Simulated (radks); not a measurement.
Pb70+, 12 electrons, occupied as [Ne] 3s2. Method: Dirac Kohn-Sham, exchange-only PBE, spin-unpolarised, spherical densities, finite nucleus; Fermi nuclear charge, rms radius 5.5012 fm; computed with a radial shooting solver on a logarithmic mesh with Libxc functionals. Some entries of the table are withheld. Estimate them.

orbital  occ.  eigenvalue (hartree)  <1/r> (bohr^-1)
1s1/2       2                   (1)            101.3
2s1/2       2             -802.5423              (2)
2p1/2       2             -783.3324            25.32
2p3/2       4             -700.3786            20.26
3s1/2       2             -329.3114            10.23
3p1/2       0             -322.5135              (3)
3p3/2       0             -299.8168              (4)
4s1/2       0                   (5)            5.421

Answer. 
(1) 1s1/2 eigenvalue (hartree): -3468.995
(2) 2s1/2 <1/r> (bohr^-1): 25.41
(3) 3p1/2 <1/r> (bohr^-1): 10.15
(4) 3p3/2 <1/r> (bohr^-1): 8.750
(5) 4s1/2 eigenvalue (hartree): -177.1530
